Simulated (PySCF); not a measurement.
Computed with B3LYP-D3(BJ)/def2-TZVP // TPSS-D3(BJ)/def2-SVP (PySCF). All species are isolated molecules in the gas phase. One relaxed conformer stands for a flexible species; it need not be the lowest. B3LYP has the VWN-RPA correlation part, as in Gaussian. 

Reference species: [Mo(Cl)6] (neutral, multiplicity 1).

- LUMO: -6.08 eV
- coordination number: 6

Changed species: [Mo(NH2)6] (6 of 6 Cl replaced by NH2; the reference has 0 of 6 Cl replaced by NH2).

Task: Give the shifts of the LUMO and coordination number.

Result: the LUMO goes up by 4.03 eV, to -2.05 eV; the coordination number hardly moves.
